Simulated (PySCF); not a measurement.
Computed IR spectrum (relative IR intensity) of a molecule C4H9FSi. Geometry optimised at PBE0-D3(BJ)/def2-SVP. Other conformers were not sampled. Computed with PBE0-D3(BJ)/def2-SVP run with PySCF 2.14.0. Frequencies are harmonic and unscaled.

Lines under 2 % of the strongest are left out, and lines within 2 cm⁻¹ are merged.

| ν (cm⁻¹) | relative intensity |
|---|---|
| 340 | 4.0 |
| 494 | 6.5 |
| 595 | 2.9 |
| 690 | 31 |
| 756 | 45 |
| 771 | 16 |
| 777 | 9.0 |
| 851 | 75 |
| 950 | 30 |
| 982 | 14 |
| 985 | 4.0 |
| 1044 | 41 |
| 1064 | 13 |
| 1245 | 33 |
| 1258 | 2.8 |
| 1473 | 2.4 |
| 1477 | 4.3 |
| 1725 | 100 |
| 2212 | 62 |
| 2216 | 40 |
| 3049 | 18 |
| 3052 | 3.6 |
| 3139 | 9.6 |
| 3142 | 9.8 |
| 3215 | 4.5 |

Q: Which molecule gave these data?
A) CC[SiH2]/C=C\F
B) C=C(F)C[SiH2]C
C) CC(C)=C[SiH2]F
D) F[SiH]1CCCC1

A: A, CC[SiH2]/C=C\F
